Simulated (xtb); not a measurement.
C2H8OSi2, SMILES C[Si@H]1CO[SiH2]1. All values are semi-empirical tight-binding results from xtb (GFN2-xTB unless named), good for trends rather than for accurate numbers. The structure is a stationary point at GFN2-xTB. The structure was generated by enumeration; whether it is a known compound was not checked.

Computed properties:
```
Property                                         Value
---------------------------------------  -------------
orbital gap                                    3.85 eV
dipole moment                                   2.29 D
zero-point energy                        57.5 kcal/mol
G − E(el) at 298.15 K (modified RRHO)    37.6 kcal/mol
static polarisability (D4 model)            81.8 bohr³
solvation energy, GFN2-xTB/ALPB(water)   -1.1 kcal/mol
solvation energy, GFN2-xTB/ALPB(ch2cl2)  -4.4 kcal/mol
```
